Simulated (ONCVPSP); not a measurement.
# carbon: ONCV pseudisation with LDA (Perdew-Wang 92), scalar-relativistic reference atom.

The input file (ONCVPSP 4.0.1):

```
# ATOM AND REFERENCE CONFIGURATION
# atsym  z   nc   nv     iexc    psfile
  C 6.00    1    2  -001012      upf
#
#   n    l    f
    1    0    2.00
    2    0    2.00
    2    1    1.00
#
# PSEUDOPOTENTIAL AND OPTIMIZATION
# lmax
    1
#
#   l,   rc,      ep,       ncon, nbas, qcut
    0    1.15    0.00    4    9    6.60
    1    1.95    0.00    3    8    7.20
#
# LOCAL POTENTIAL
# lloc, lpopt,  rc(5),   dvloc0
    4    5    0.90    3.00
#
# VANDERBILT-KLEINMAN-BYLANDER PROJECTORs
# l, nproj, debl
    0    2    2.60
    1    1    3.60
#
# MODEL CORE CHARGE
# icmod, fcfact, rcfact
    0    0.00    0.00
#
# LOG DERIVATIVE ANALYSIS
# epsh1, epsh2, depsh
   -2.00    5.00    0.02
#
# OUTPUT GRID
# rlmax, drl
    6.00    0.01
#
# TEST CONFIGURATIONS
# ncnf
    4
# nvcnf
#   n    l    f
    2
    2    0    2.00
    2    1    2.00
#
    2
    2    0    2.00
    2    1    0.00
#
    2
    2    0    1.00
    2    1    0.00
#
    2
    2    0    2.00
    2    1    1.50
#
```

Command:

```bash
oncvpsp.x < C.dat > C.out
```

Output (shortened: citation, most of the input echo, consistency checks and plot data are left out):

```
ONCVPSP  (Optimized Norm-Conservinng Vanderbilt PSeudopotential)
scalar-relativistic version 4.0.1

#   n    l    f        energy (Ha)
    1    0    2.00    -1.0504018E+01
    2    0    2.00    -9.4092364E-01
    2    1    1.00    -6.2915546E-01

Reference configufation results
  iterations    22
  all-electron total energy (Ha)   -3.70369137D+01

Begin loop to  construct optimized pseudo wave functions
and semi-local pseudopoentials for all angular momenta

   Wellstate for l =  0  n =  4
     eigenvalue =   1.6591
     asymptotic potential =   2.1591
     half-point radius =  3.2852

Calculating optimized projector #   1

 for l=   0

    Fraction of norm inside rc  0.337798
    Optimizing pswf for qcut=   6.59 a_B^-1,  ecut=  21.70 Ha
    Residual kinetic energy error=  3.03D-04 Ha

    Energy error per electron        Cutoff
         Ha          eV             Ha
         0.01000     0.27211       12.19
         0.00100     0.02721       18.58
         0.00010     0.00272       39.73
         0.00001     0.00027      165.73

Calculating optimized projector #   2

 for l=   0

    Fraction of norm inside rc  0.071826
    Optimizing pswf for qcut=   6.59 a_B^-1,  ecut=  21.70 Ha
    Residual kinetic energy error=  3.31D-04 Ha

    Energy error per electron        Cutoff
         Ha          eV             Ha
         0.01000     0.27211       12.00
         0.00100     0.02721       18.89
         0.00010     0.00272       33.04
         0.00001     0.00027      115.58

Calculating optimized projector #   1

 for l=   1

    Fraction of norm inside rc  0.767813
    Optimizing pswf for qcut=   7.20 a_B^-1,  ecut=  25.94 Ha
    Residual kinetic energy error=  1.48D-07 Ha

    Energy error per electron        Cutoff
         Ha          eV             Ha
         0.01000     0.27211       11.85
         0.00100     0.02721       15.99
         0.00010     0.00272       19.20
         0.00001     0.00027       21.82

Construct Vanderbilt / Kleinmman-Bylander projectors

B matrix Hermiticity error, ll=   0
   1   2   -1.0239E-04

  Orthonormal projector coefficients  5.8919E+00  8.5081E-01

Pseudoatom total energy   -4.935506

Diagnostic tests using Vanderbilt-Kleinman-Bylander pseudopotentials
  1 or more projectors used as specified by nproj input data

   l    rcore       rmatch      e in        delta e   norm test  slope test

   0   1.1507464   1.1856856  -0.9409236  -0.0000063   1.0000318   1.0004233
   0   1.1507464   1.1856856   1.6590764   0.0000063   1.0001711   1.0001711

   1   1.9597466   2.0192487  -0.6291555  -0.0000047   0.9999973   0.9999975

 Testing for bound ghosts
   n   l    E NL Schr. Eq   E Basis Diag.   E Cutoff

   1   0       -0.940930       -0.918112    261.97

   2   1       -0.629160       -0.628722     57.86

 Testing for highly-localized positive-energy ghosts
       l    <radius>/rc     E Basis Diag.   E Cutoff

Test configuration 0

   n   l     f        eae           eps        diff
   1   0  2.0000  -10.50401816
   2   0  2.0000   -0.94092364   -0.94092997   -6.33D-06
   2   1  1.0000   -0.62915546   -0.62916021   -4.75D-06

    Total energies and differences
      AE_ref= -3.70369137D+01  AE_tst= -3.70369137D+01  dif=  0.00D+00
      PS_ref= -4.93550583D+00  PS_tst= -4.93550583D+00  dif= -1.78D-15
      PSP excitation error=  1.78D-15

Test configuration 1

   n   l     f        eae           eps        diff
   1   0  2.0000   -9.95196901
   2   0  2.0000   -0.50123527   -0.50069167    5.44D-04
   2   1  2.0000   -0.19902925   -0.20000261   -9.73D-04

    Total energies and differences
      AE_ref= -3.70369137D+01  AE_tst= -3.74405939D+01  dif= -4.04D-01
      PS_ref= -4.93550583D+00  PS_tst= -5.34019185D+00  dif= -4.05D-01
      PSP excitation error=  1.01D-03

Test configuration 2

   n   l     f        eae           eps        diff
   1   0  2.0000  -11.24411503
   2   0  2.0000   -1.47620967   -1.46951216    6.70D-03

    Total energies and differences
      AE_ref= -3.70369137D+01  AE_tst= -3.61454348D+01  dif=  8.91D-01
      PS_ref= -4.93550583D+00  PS_tst= -4.04886975D+00  dif=  8.87D-01
      PSP excitation error=  4.84D-03

Test configuration 3

   n   l     f        eae           eps        diff
   1   0  2.0000  -12.09482669
   2   0  1.0000   -2.05302746   -2.03639129    1.66D-02

    Total energies and differences
      AE_ref= -3.70369137D+01  AE_tst= -3.43827049D+01  dif=  2.65D+00
      PS_ref= -4.93550583D+00  PS_tst= -2.29700447D+00  dif=  2.64D+00
      PSP excitation error=  1.57D-02

Test configuration 4

   n   l     f        eae           eps        diff
   1   0  2.0000  -10.20284595
   2   0  2.0000   -0.70721542   -0.70735714   -1.42D-04
   2   1  1.5000   -0.39851188   -0.39975817   -1.25D-03

    Total energies and differences
      AE_ref= -3.70369137D+01  AE_tst= -3.72926126D+01  dif= -2.56D-01
      PS_ref= -4.93550583D+00  PS_tst= -5.19161193D+00  dif= -2.56D-01
      PSP excitation error=  4.07D-04
```

The run took about 2.1 s on one core of a shared server CPU.
